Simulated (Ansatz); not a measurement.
A short molecular-dynamics run on CH2BClOS (`OB(Cl)C=S`).

```yaml
crystal:
  periodic: [false, false, false]
  atoms:
    - {symbol: O, position_ang: [-0.196461, 0.016017, 1.563432]}
    - {symbol: B, position_ang: [0.132939, -0.564544, 0.406506]}
    - {symbol: Cl, position_ang: [0.665170, -2.234737, 0.388189]}
    - {symbol: C, position_ang: [0.047513, 0.241535, -0.950679]}
    - {symbol: S, position_ang: [-0.439500, 1.779168, -0.956038]}
    - {symbol: H, position_ang: [-0.466794, 0.935094, 1.393984]}
    - {symbol: H, position_ang: [0.318433, -0.240632, -1.891193]}
basis:
  gaussian: {orbitals: def2-SVP}
hamiltonian: {xc: {name: revPBE}, dispersion: d4}
md: {timestep: 1 fs, n_steps: 50, ensemble: nvt_nose_hoover, temperature: 1000, initial_velocities: maxwell_boltzmann, seed: 900}
```

```sh
$ ansatz run in.yaml --threads 2 --pin off --events-out ev --progress --plain --max-ram 4352MiB
```

| step | time (fs) | potential energy (eV) | kinetic (eV) | T (K) | conserved (eV) |
| --- | --- | --- | --- | --- | --- |
| 0 | 0.0 | -27137.9281 | 0.6463 | 1000 | -27137.2818 |
| 1 | 1.0 | -27137.9368 | 0.6563 | 1016 | -27137.2805 |
| 2 | 2.0 | -27137.8603 | 0.5857 | 906 | -27137.2747 |
| 3 | 3.0 | -27137.7821 | 0.5112 | 791 | -27137.2710 |
| 4 | 4.0 | -27137.7600 | 0.4885 | 756 | -27137.2715 |
| 5 | 5.0 | -27137.7847 | 0.5087 | 787 | -27137.2761 |
| 6 | 6.0 | -27137.7878 | 0.5072 | 785 | -27137.2807 |
| 7 | 7.0 | -27137.7076 | 0.4296 | 665 | -27137.2783 |
| 8 | 8.0 | -27137.5869 | 0.3164 | 489 | -27137.2709 |
| 9 | 9.0 | -27137.5322 | 0.2622 | 406 | -27137.2705 |
| 10 | 10.0 | -27137.5515 | 0.2755 | 426 | -27137.2766 |
| 11 | 11.0 | -27137.5571 | 0.2793 | 432 | -27137.2786 |
| 12 | 12.0 | -27137.5132 | 0.2392 | 370 | -27137.2750 |
| 13 | 13.0 | -27137.4649 | 0.1941 | 300 | -27137.2719 |
| 14 | 14.0 | -27137.4559 | 0.1849 | 286 | -27137.2722 |
| 15 | 15.0 | -27137.4829 | 0.2103 | 325 | -27137.2741 |
| 16 | 16.0 | -27137.5216 | 0.2494 | 386 | -27137.2740 |
| 17 | 17.0 | -27137.5720 | 0.2995 | 463 | -27137.2747 |
| 18 | 18.0 | -27137.6215 | 0.3454 | 534 | -27137.2788 |
| 19 | 19.0 | -27137.6225 | 0.3491 | 540 | -27137.2766 |
| 20 | 20.0 | -27137.6089 | 0.3416 | 529 | -27137.2711 |
| 21 | 21.0 | -27137.6524 | 0.3830 | 593 | -27137.2738 |
| 22 | 22.0 | -27137.7180 | 0.4455 | 689 | -27137.2777 |
| 23 | 23.0 | -27137.7464 | 0.4756 | 736 | -27137.2770 |
| 24 | 24.0 | -27137.7394 | 0.4711 | 729 | -27137.2753 |
| 25 | 25.0 | -27137.7192 | 0.4530 | 701 | -27137.2743 |
| 26 | 26.0 | -27137.7044 | 0.4409 | 682 | -27137.2725 |
| 27 | 27.0 | -27137.7210 | 0.4585 | 709 | -27137.2724 |
| 28 | 28.0 | -27137.7638 | 0.4970 | 769 | -27137.2779 |
| 29 | 29.0 | -27137.7582 | 0.4892 | 757 | -27137.2812 |
| 30 | 30.0 | -27137.6659 | 0.4040 | 625 | -27137.2751 |
| 31 | 31.0 | -27137.5757 | 0.3207 | 496 | -27137.2691 |
| 32 | 32.0 | -27137.5719 | 0.3136 | 485 | -27137.2732 |
| 33 | 33.0 | -27137.6004 | 0.3378 | 523 | -27137.2784 |
| 34 | 34.0 | -27137.5798 | 0.3176 | 491 | -27137.2789 |
| 35 | 35.0 | -27137.4952 | 0.2367 | 366 | -27137.2760 |
| 36 | 36.0 | -27137.3931 | 0.1408 | 218 | -27137.2703 |
| 37 | 37.0 | -27137.3582 | 0.1078 | 167 | -27137.2687 |
| 38 | 38.0 | -27137.4107 | 0.1548 | 240 | -27137.2748 |
| 39 | 39.0 | -27137.4651 | 0.2051 | 317 | -27137.2794 |
| 40 | 40.0 | -27137.4498 | 0.1916 | 297 | -27137.2783 |
| 41 | 41.0 | -27137.3864 | 0.1360 | 210 | -27137.2713 |
| 42 | 42.0 | -27137.3812 | 0.1352 | 209 | -27137.2674 |
| 43 | 43.0 | -27137.4864 | 0.2340 | 362 | -27137.2746 |
| 44 | 44.0 | -27137.6015 | 0.3442 | 533 | -27137.2808 |
| 45 | 45.0 | -27137.6316 | 0.3786 | 586 | -27137.2780 |
| 46 | 46.0 | -27137.6083 | 0.3632 | 562 | -27137.2718 |
| 47 | 47.0 | -27137.6182 | 0.3758 | 582 | -27137.2707 |
| 48 | 48.0 | -27137.6797 | 0.4361 | 675 | -27137.2740 |
| 49 | 49.0 | -27137.7477 | 0.5037 | 779 | -27137.2765 |
| 50 | 50.0 | -27137.7793 | 0.5360 | 829 | -27137.2784 |

Velocities are drawn at the set temperature; a run this short doesn't reach equilibrium.

Frames (Å, forces in eV/Å):

```xyz
7
time=0.0 fs
O    -0.196    0.016    1.563    0.017   -0.373    0.803
B     0.133   -0.565    0.407    0.051   -0.047   -0.290
Cl    0.665   -2.235    0.388    0.157   -0.495    0.000
C     0.048    0.242   -0.951    0.181   -0.660    0.225
S    -0.440    1.779   -0.956   -0.391    1.226    0.019
H    -0.467    0.935    1.394   -0.190    0.675   -0.192
H     0.318   -0.241   -1.891    0.175   -0.327   -0.566
7
time=2.0 fs
O    -0.195    0.021    1.570   -0.515    1.048   -0.040
B     0.145   -0.561    0.396   -0.229    0.284    0.153
Cl    0.665   -2.246    0.395    0.123   -0.208    0.001
C     0.053    0.239   -0.980    0.621   -1.013   -1.215
S    -0.445    1.789   -0.950   -0.190    0.499   -0.123
H    -0.555    0.970    1.437    0.673   -1.337   -0.190
H     0.371   -0.274   -1.988   -0.484    0.727    1.413
7
time=4.0 fs
O    -0.194    0.029    1.576   -0.529    0.804   -0.600
B     0.156   -0.557    0.385   -0.448    0.437    0.460
Cl    0.665   -2.257    0.402    0.083    0.087    0.001
C     0.061    0.232   -1.013    0.580   -0.530   -0.978
S    -0.451    1.799   -0.945    0.041   -0.251   -0.313
H    -0.620    0.958    1.473    0.952   -1.490   -0.325
H     0.406   -0.282   -2.035   -0.678    0.945    1.755
7
time=6.0 fs
O    -0.194    0.038    1.581    0.446   -1.271   -0.959
B     0.165   -0.551    0.376   -0.573    0.415    0.580
Cl    0.664   -2.269    0.409    0.038    0.384   -0.002
C     0.071    0.225   -1.049    0.047    0.566    0.787
S    -0.457    1.809   -0.939    0.262   -0.910   -0.520
H    -0.650    0.894    1.496    0.137    0.394   -0.481
H     0.417   -0.255   -2.018   -0.357    0.421    0.596
7
time=8.0 fs
O    -0.193    0.044    1.584    1.440   -2.918   -1.187
B     0.172   -0.543    0.369   -0.608    0.249    0.545
Cl    0.664   -2.280    0.415   -0.006    0.666   -0.021
C     0.080    0.219   -1.082   -0.979    2.149    3.793
S    -0.462    1.818   -0.935    0.440   -1.419   -0.694
H    -0.677    0.846    1.501   -0.779    1.994   -0.580
H     0.415   -0.214   -1.982    0.492   -0.722   -1.856
7
time=10.0 fs
O    -0.190    0.043    1.583    0.247   -0.950   -1.479
B     0.178   -0.535    0.364   -0.570   -0.032    0.443
Cl    0.664   -2.290    0.422   -0.045    0.920   -0.062
C     0.087    0.220   -1.104   -1.072    2.356    4.032
S    -0.467    1.826   -0.931    0.528   -1.686   -0.786
H    -0.726    0.863    1.485    0.444    0.066   -0.397
H     0.430   -0.197   -2.011    0.469   -0.674   -1.751
7
time=12.0 fs
O    -0.185    0.041    1.580   -0.735    0.513   -1.638
B     0.181   -0.527    0.361   -0.450   -0.415    0.322
Cl    0.664   -2.299    0.429   -0.085    1.145   -0.119
C     0.090    0.228   -1.113   -0.214    1.346    1.620
S    -0.471    1.831   -0.928    0.537   -1.721   -0.796
H    -0.760    0.885    1.453    1.384   -1.252   -0.182
H     0.461   -0.203   -2.100   -0.436    0.383    0.793
7
time=14.0 fs
O    -0.182    0.039    1.572   -0.478    0.175   -1.534
B     0.183   -0.520    0.359   -0.236   -0.858    0.100
Cl    0.664   -2.307    0.435   -0.126    1.326   -0.179
C     0.093    0.241   -1.116    0.180    0.790    0.473
S    -0.475    1.834   -0.926    0.501   -1.590   -0.770
H    -0.744    0.864    1.414    0.974   -0.627   -0.072
H     0.476   -0.197   -2.163   -0.815    0.785    1.981
7
time=16.0 fs
O    -0.180    0.037    1.561    0.684   -1.510   -1.034
B     0.183   -0.517    0.357    0.027   -1.276   -0.233
Cl    0.663   -2.314    0.442   -0.160    1.437   -0.238
C     0.096    0.256   -1.118    0.081    0.640    0.819
S    -0.478    1.835   -0.925    0.418   -1.296   -0.706
H    -0.694    0.824    1.372   -0.419    1.447   -0.230
H     0.461   -0.162   -2.153   -0.630    0.557    1.622
7
time=18.0 fs
O    -0.177    0.032    1.547    0.520   -1.250   -0.752
B     0.184   -0.518    0.354    0.222   -1.519   -0.551
Cl    0.663   -2.319    0.448   -0.175    1.461   -0.301
C     0.099    0.273   -1.117   -0.523    0.941    2.769
S    -0.481    1.835   -0.925    0.274   -0.858   -0.580
H    -0.656    0.833    1.321   -0.445    1.531   -0.136
H     0.424   -0.107   -2.086    0.126   -0.306   -0.450
7
time=20.0 fs
O    -0.172    0.025    1.531   -0.677    0.973   -0.959
B     0.186   -0.524    0.350    0.289   -1.514   -0.672
Cl    0.662   -2.322    0.454   -0.172    1.408   -0.374
C     0.101    0.294   -1.107   -0.951    0.999    4.393
S    -0.483    1.834   -0.926    0.063   -0.281   -0.362
H    -0.632    0.895    1.267    0.664   -0.503    0.382
H     0.392   -0.065   -2.036    0.784   -1.083   -2.409
7
time=22.0 fs
O    -0.169    0.019    1.513   -0.963    1.886   -0.877
B     0.188   -0.535    0.343    0.287   -1.367   -0.581
Cl    0.661   -2.324    0.459   -0.162    1.300   -0.448
C     0.100    0.317   -1.084   -0.056   -0.620    1.846
S    -0.485    1.832   -0.927   -0.213    0.485   -0.094
H    -0.585    0.941    1.225    0.887   -1.324    0.589
H     0.386   -0.059   -2.067    0.219   -0.360   -0.434
7
time=24.0 fs
O    -0.169    0.018    1.493   -0.510    1.256   -0.426
B     0.192   -0.552    0.334    0.249   -1.126   -0.415
Cl    0.660   -2.324    0.464   -0.146    1.136   -0.505
C     0.098    0.338   -1.055    0.814   -2.249   -0.823
S    -0.488    1.831   -0.928   -0.474    1.262    0.096
H    -0.505    0.941    1.206    0.366   -0.658    0.476
H     0.388   -0.067   -2.116   -0.299    0.378    1.597
7
time=26.0 fs
O    -0.169    0.019    1.471    0.241   -0.710    0.324
B     0.197   -0.573    0.323    0.124   -0.681   -0.172
Cl    0.659   -2.324    0.468   -0.114    0.883   -0.540
C     0.099    0.353   -1.027    1.108   -2.983   -1.713
S    -0.491    1.832   -0.929   -0.636    1.774    0.207
H    -0.413    0.918    1.204   -0.399    1.232    0.011
H     0.381   -0.062   -2.108   -0.324    0.484    1.883
7
time=28.0 fs
O    -0.169    0.020    1.451    0.356   -1.017    0.582
B     0.202   -0.596    0.312   -0.111    0.085    0.203
Cl    0.657   -2.322    0.472   -0.055    0.510   -0.559
C     0.104    0.358   -1.006    0.845   -2.702   -0.978
S    -0.495    1.835   -0.930   -0.623    1.819    0.305
H    -0.333    0.938    1.203   -0.455    1.273   -0.098
H     0.362   -0.040   -2.031    0.042    0.031    0.546
7
time=30.0 fs
O    -0.168    0.018    1.432    0.193    0.764    0.433
B     0.206   -0.618    0.301   -0.353    0.985    0.615
Cl    0.656   -2.320    0.475    0.027    0.053   -0.563
C     0.111    0.354   -0.986    0.081   -1.399    1.133
S    -0.499    1.839   -0.930   -0.404    1.373    0.388
H    -0.270    1.001    1.200   -0.245   -0.864    0.162
H     0.345   -0.018   -1.938    0.701   -0.912   -2.169
7
time=32.0 fs
O    -0.167    0.017    1.413    0.253    1.399    0.683
B     0.210   -0.638    0.293   -0.501    1.626    0.930
Cl    0.655   -2.317    0.478    0.109   -0.383   -0.548
C     0.119    0.346   -0.964   -0.103   -0.789    0.413
S    -0.504    1.846   -0.930   -0.084    0.670    0.416
H    -0.217    1.035    1.202   -0.323   -1.743    0.150
H     0.354   -0.028   -1.919    0.650   -0.781   -2.043
7
time=34.0 fs
O    -0.165    0.020    1.397    0.321    0.297    1.312
B     0.211   -0.651    0.288   -0.533    1.818    1.065
Cl    0.653   -2.316    0.480    0.169   -0.705   -0.519
C     0.126    0.335   -0.941    0.258   -0.863   -2.749
S    -0.509    1.853   -0.930    0.245   -0.121    0.372
H    -0.176    1.006    1.209   -0.454   -0.682   -0.066
H     0.385   -0.066   -1.973   -0.006    0.254    0.584
7
time=36.0 fs
O    -0.162    0.023    1.383    0.258   -2.072    2.140
B     0.211   -0.658    0.287   -0.478    1.677    1.019
Cl    0.652   -2.314    0.482    0.202   -0.894   -0.490
C     0.134    0.322   -0.927    0.265   -0.331   -4.273
S    -0.514    1.860   -0.929    0.560   -0.907    0.308
H    -0.152    0.956    1.213   -0.485    1.819   -0.442
H     0.418   -0.096   -2.008   -0.322    0.707    1.738
7
time=38.0 fs
O    -0.159    0.022    1.375    0.133   -1.243    2.454
B     0.209   -0.660    0.289   -0.365    1.449    0.786
Cl    0.651   -2.314    0.483    0.214   -0.976   -0.471
C     0.143    0.307   -0.925   -0.043    0.513   -3.977
S    -0.518    1.866   -0.927    0.832   -1.544    0.263
H    -0.147    0.966    1.201   -0.502    1.195   -0.345
H     0.439   -0.100   -1.981   -0.269    0.606    1.290
7
time=40.0 fs
O    -0.155    0.018    1.372   -0.033    1.370    2.394
B     0.206   -0.656    0.294   -0.215    1.184    0.374
Cl    0.651   -2.315    0.483    0.205   -0.942   -0.467
C     0.152    0.294   -0.936   -0.794    1.688   -1.617
S    -0.522    1.870   -0.926    1.043   -2.004    0.219
H    -0.161    1.018    1.177   -0.498   -1.172    0.018
H     0.451   -0.083   -1.908    0.292   -0.125   -0.920
7
time=42.0 fs
O    -0.151    0.017    1.376   -0.241    2.139    2.379
B     0.202   -0.648    0.301   -0.048    0.755   -0.111
Cl    0.650   -2.317    0.483    0.168   -0.759   -0.470
C     0.158    0.287   -0.953   -1.515    2.564    0.680
S    -0.523    1.872   -0.924    1.151   -2.274    0.129
H    -0.194    1.031    1.153   -0.403   -1.644    0.183
H     0.475   -0.070   -1.871    0.887   -0.780   -2.790
7
time=44.0 fs
O    -0.148    0.021    1.385   -0.306    1.024    2.403
B     0.197   -0.637    0.307    0.126    0.179   -0.489
Cl    0.650   -2.320    0.482    0.110   -0.451   -0.474
C     0.160    0.287   -0.968   -0.807    1.795   -0.953
S    -0.524    1.871   -0.922    1.124   -2.305   -0.009
H    -0.243    0.985    1.136   -0.373   -0.252    0.121
H     0.529   -0.083   -1.928    0.126    0.009   -0.599
7
time=46.0 fs
O    -0.146    0.028    1.400   -0.080   -0.772    2.308
B     0.194   -0.625    0.311    0.261   -0.252   -0.628
Cl    0.650   -2.323    0.481    0.051   -0.106   -0.478
C     0.159    0.293   -0.986    0.018    0.928   -2.334
S    -0.523    1.868   -0.920    1.019   -2.154   -0.148
H    -0.307    0.931    1.122   -0.559    1.657   -0.166
H     0.588   -0.096   -2.010   -0.710    0.698    1.446
7
time=48.0 fs
O    -0.144    0.033    1.420   -0.252    0.053    1.196
B     0.191   -0.615    0.313    0.275   -0.263   -0.472
Cl    0.649   -2.326    0.480    0.010    0.190   -0.489
C     0.158    0.302   -1.011    0.281    0.440   -1.931
S    -0.521    1.861   -0.918    0.859   -1.846   -0.233
H    -0.391    0.931    1.103   -0.256    0.652    0.184
H     0.622   -0.084   -2.042   -0.917    0.774    1.746
7
time=50.0 fs
O    -0.142    0.038    1.443   -0.776    1.315   -0.280
B     0.189   -0.605    0.314    0.178    0.002   -0.128
Cl    0.649   -2.329    0.477   -0.021    0.437   -0.499
C     0.158    0.313   -1.042   -0.088    0.315    0.037
S    -0.518    1.853   -0.916    0.629   -1.394   -0.267
H    -0.484    0.956    1.092    0.487   -0.981    0.675
H     0.622   -0.044   -2.010   -0.409    0.306    0.461
```

Hardware: 2 threads of an Arm Neoverse V1 on a shared host. Wall time 70 s, peak host memory 0.12 GiB.
